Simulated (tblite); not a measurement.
Species: C3H9FO2Si2.
SMILES with atom numbers: `[F:1]/[CH:2]=[CH:3]\[O:4][SiH2:5][CH2:6][O:7][SiH3:8]` (hydrogens: H9 on C2; H10 on C3; H11, H12 on Si5; H13, H14 on C6; H15, H16, H17 on Si8)

Computed with GFN2-xTB (tblite), gas phase: L-BFGS steps from a force-field or distance-geometry start until the largest atomic force falls under 0.01 eV/Å.

Step 41: E = -745.6215 eV
```
atom  x, y, z in Å  |  force x, y, z in eV/Å
F1     -3.2140    1.2913   -0.8149    0.034   0.072  -0.018
C2     -3.5441   -0.0027   -0.6424    0.025   0.041   0.070
C3     -2.6688   -0.9174   -0.2551   -0.066   0.053   0.060
O4     -1.3827   -0.7514    0.0583    0.073  -0.011  -0.032
Si5    -0.3335    0.4987    0.1912    0.025   0.149  -0.040
C6      0.9777   -0.3517    1.3001    0.043  -0.026  -0.082
O7      2.2706   -0.4697    0.7799    0.069  -0.067   0.124
Si8     3.3744    0.2636   -0.1186   -0.075  -0.058  -0.072
H9     -4.5885   -0.1973   -0.8168    0.015  -0.006  -0.093
H10    -3.0182   -1.9328   -0.1310    0.025  -0.094  -0.013
H11     0.2172    0.9095   -1.1044   -0.119  -0.124   0.072
H12    -0.9569    1.6448    0.8561    0.067  -0.046   0.040
H13     0.6355   -1.3780    1.4750    0.015  -0.061   0.087
H14     1.0715    0.1222    2.2862   -0.115   0.084  -0.105
H15     3.0444    0.1740   -1.5422   -0.028   0.016  -0.066
H16     3.5895    1.6771    0.1900   -0.044   0.060   0.084
H17     4.5187   -0.5680    0.2272    0.055   0.019  -0.015
```

Step 42: E = -745.6267 eV
```
atom  x, y, z in Å  |  force x, y, z in eV/Å
F1     -3.1904    1.2897   -0.8058    0.059   0.203  -0.042
C2     -3.5324   -0.0002   -0.6446    0.011  -0.035   0.107
C3     -2.6620   -0.9151   -0.2453   -0.259   0.045  -0.085
O4     -1.3817   -0.7506    0.0661    0.226  -0.039   0.036
Si5    -0.3330    0.4942    0.1889    0.107   0.195  -0.026
C6      0.9717   -0.3514    1.3032    0.097  -0.057  -0.064
O7      2.2595   -0.4851    0.7765    0.135  -0.071   0.104
Si8     3.3578    0.2593   -0.1176   -0.009   0.056  -0.123
H9     -4.5774   -0.1799   -0.8306    0.023  -0.050  -0.075
H10    -2.9992   -1.9326   -0.1332   -0.081  -0.184   0.005
H11     0.2201    0.8859   -1.1090   -0.111  -0.097   0.043
H12    -0.9459    1.6408    0.8534    0.033   0.028   0.059
H13     0.6301   -1.3739    1.4867   -0.047  -0.119   0.108
H14     1.0760    0.1264    2.2853   -0.124   0.114  -0.085
H15     3.0304    0.1836   -1.5444   -0.029  -0.001  -0.039
H16     3.5506    1.6794    0.1965   -0.038  -0.017   0.079
H17     4.5188   -0.5584    0.2123    0.006   0.031  -0.004
```

Step 43: E = -745.6298 eV
```
atom  x, y, z in Å  |  force x, y, z in eV/Å
F1     -3.1524    1.3056   -0.7528   -0.094  -0.116  -0.030
C2     -3.5190    0.0069   -0.6496    0.061   0.097   0.125
C3     -2.6688   -0.9209   -0.2302   -0.092  -0.088  -0.124
O4     -1.3916   -0.7717    0.1374   -0.188   0.065  -0.097
Si5    -0.3430    0.4838    0.1989    0.085   0.138   0.009
C6      0.9672   -0.3479    1.3117    0.164  -0.107  -0.051
O7      2.2507   -0.4788    0.7748    0.201  -0.040   0.065
Si8     3.3446    0.2642   -0.1248    0.070   0.153  -0.137
H9     -4.5622   -0.1611   -0.8914    0.291   0.025  -0.006
H10    -3.0084   -1.9497   -0.1768   -0.012   0.052   0.033
H11     0.2141    0.8209   -1.1133   -0.148  -0.086   0.044
H12    -0.9346    1.6621    0.8317    0.053  -0.031   0.031
H13     0.6429   -1.3737    1.5015   -0.119  -0.139   0.112
H14     1.0779    0.1298    2.2910   -0.123   0.156  -0.044
H15     3.0157    0.2086   -1.5554   -0.031  -0.023   0.020
H16     3.5475    1.6888    0.1919   -0.056  -0.117   0.070
H17     4.5123   -0.5547    0.1938   -0.061   0.059  -0.018
```

Question: Estimate the geometry and energy of step 44. (The exact step hangs on the optimiser's Hessian estimate; all steps are aligned on step 43, rigid shifts and turns removed.)

Answer: E = -745.6380 eV, largest force 0.181 eV/Å
```
atom  x, y, z in Å  |  force x, y, z in eV/Å
F1     -3.1648    1.2999   -0.7813   -0.009   0.034  -0.019
C2     -3.5219    0.0065   -0.6442    0.048   0.029   0.091
C3     -2.6641   -0.9168   -0.2349   -0.049  -0.037  -0.108
O4     -1.3808   -0.7616    0.0978   -0.081   0.018  -0.016
Si5    -0.3363    0.4921    0.1938    0.094   0.061   0.048
C6      0.9694   -0.3527    1.3063    0.113  -0.086  -0.035
O7      2.2559   -0.4915    0.7777    0.170  -0.034   0.052
Si8     3.3437    0.2602   -0.1248    0.057   0.113  -0.087
H9     -4.5640   -0.1662   -0.8645    0.113  -0.018  -0.033
H10    -2.9964   -1.9426   -0.1531   -0.079  -0.040   0.016
H11     0.2152    0.8446   -1.1101   -0.087  -0.044  -0.042
H12    -0.9373    1.6524    0.8434    0.033   0.023   0.055
H13     0.6338   -1.3753    1.5019   -0.083  -0.097   0.084
H14     1.0753    0.1316    2.2837   -0.103   0.135  -0.047
H15     3.0164    0.1984   -1.5546   -0.031  -0.013   0.014
H16     3.5338    1.6835    0.2008   -0.053  -0.098   0.053
H17     4.5151   -0.5503    0.2003   -0.053   0.056  -0.026
```

The energy changes by -0.0082 eV. The first-order estimate −F·Δx gives -0.0124 eV and the mean of the old and new forces, exact on a quadratic surface, -0.0084 eV. The step makes an angle of 78° with the force vector and moves no atom by more than 0.042 Å.

What follows is the cost of the whole relaxation. The run took 1.1 s on one thread of an AMD EPYC 9R45, on a shared host.
